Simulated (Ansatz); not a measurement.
Mulliken charges of F$_{2}$HOSTa (`[OH][Ta]([F])([F])=[S]`) from ωB97M-V/def2-TZVPP in Ansatz (PBE0-D4/def2-TZVP geometry).

```
atom   x (Å)   y (Å)   z (Å)  charge (e)
  O1  -1.048   0.410   0.927      -0.381
 Ta2   0.286  -0.320  -0.168       1.016
  F3   1.718  -0.869   0.894      -0.301
  F4  -0.425  -1.756  -1.124      -0.301
  S5   0.961   1.191  -1.549      -0.250
  H6  -1.451   1.279   0.973       0.216
```

**Question.** By hand: the dipole of these point charges (1 e Å = 4.8032 D).

**Answer.** Σ q r = (-0.253, 0.287, 0.143) e Å, of length 0.408 e Å = 1.96 D.

**Question.** How does the dipole of the full density compare? (Best estimate.)

**Answer.** Ansatz gave: (-0.397, 0.094, 0.380) e Å, 2.68 D; the point charges give 0.73 times that, at 37° from its direction.

Point charges leave out the atoms' own dipoles, such as those of lone pairs, and Mulliken's split depends on the basis, so the two needn't agree.
